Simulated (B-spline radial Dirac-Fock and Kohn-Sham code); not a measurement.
Ionisation energies of cobalt ions, computed and tabulated

Model: Dirac-Fock energy differences between relaxed states, corrected for Breit and QED terms. Program: an atomic code on a B-spline grid. Each value is the difference of the configuration-average energies of two neighbouring ions in their tabulated ground configurations. The model has no electron correlation. NIST's values refer to the lowest levels; many for high charge states are themselves semi-empirical or theoretical. Where a p, d or f shell is open in either ion the computed value averages over both j values and all terms, while the table refers to the lowest levels; that difference holds spin-orbit splitting (largest in heavy or highly charged ions), term energies where several electrons share open shells, and correlation, and it can reach 10 % or more.

```csv
ion,configuration,computed (eV),NIST (eV),kind,NIST − computed (eV)
Co¹⁹⁺,[He] 2s2 2p4,1612.4,1606 ± 4,semi-empirical,-6.44
Co²⁰⁺,[He] 2s2 2p3,1722.5,1724 ± 3,semi-empirical,+1.50
Co²¹⁺,[He] 2s2 2p2,1835.4,1844 ± 1.1,semi-empirical,+8.55
Co²²⁺,[He] 2s2 2p1,1951.3,1960.8 ± 0.8,semi-empirical,+9.52
Co²³⁺,[He] 2s2,2112.4,2119.4 ± 1.9,semi-empirical,+6.99
Co²⁴⁺,[He] 2s1,2218.7,2218.876 ± 0.007,theoretical,+0.16
Co²⁵⁺,1s2,9542.7,9544.182,theoretical,+1.50
Co²⁶⁺,1s1,10012.2,10012.13,theoretical,-0.09
```

Q: Where in this range is the largest relative jump, and why?

A: From Co²⁴⁺ (2218.7 eV) to Co²⁵⁺ (9542.7 eV), a factor of 4.30. The configuration goes from [He] 2s1 to 1s2, so the next electron comes out of a deeper subshell.
